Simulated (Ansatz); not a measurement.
Stepwise reaction of `[CH3][In]([NH2])[NH2]` with water, as a gas-phase model of exchange steps in deposition or etching. ΔE in kJ/mol; ΔG adds harmonic PBE0-D4 terms to CCSD(T)/CBS, at 1 bar.

Program: Ansatz. Geometries: PBE0-D4/def2-TZVP. ΔE: electronic, gas phase. CBS: MP2 limit from def2 TZ/QZ plus the TZ coupled-cluster correction, frozen cores. This one scheme is used for every species. Functionals use def2-TZVPP. B3LYP here is the variant with VWN-RPA as its local correlation; programs differ in this. def2 core potentials past Kr. For In outer-core shells are correlated without core-valence functions, which leaves a few kJ/mol of doubt a bond. Each species was taken in one conformer, which may not be the lowest.

```json
{"step": "2", "reaction": "`[CH3][In]([NH2])[OH]` + H₂O → `[CH3][In]([OH])[OH]` + NH₃", "PBE-D4": "-28.4", "B3LYP-D4": "-28.1", "ωB97M-V": "-25.6", "CCSD(T)/CBS": "-22.8", "ΔG(500 K)": "-15.0"}
```

(1) Give the row of step 1, `[CH3][In]([NH2])[NH2]` + H₂O → `[CH3][In]([NH2])[OH]` + NH₃. (Estimate.)

(2) By hand: ΔE of the 2 steps together at CCSD(T)/CBS.

Results:

(1) Ansatz gave: 
```
step                                                      reaction  PBE-D4  B3LYP-D4  ωB97M-V  CCSD(T)/CBS  ΔG(500 K)
   1  `[CH3][In]([NH2])[NH2]` + H₂O → `[CH3][In]([NH2])[OH]` + NH₃   -30.0     -30.1    -27.6        -25.0      -22.4
```

(2) (-25.0) + (-22.8) = -47.8 kJ/mol, or -23.9 kJ/mol a step.

In ΔE the steps differ by no more than 2.2 kJ/mol. All are downhill at CCSD(T)/CBS. ΔG lies between -22.4 and -15.0 kJ/mol a step. PBE-D4 differs from CCSD(T)/CBS by -5.6 to -5.0 kJ/mol a step. Isolated molecules leave out the surface, adducts and barriers. Largest T1 diagnostic: 0.016.
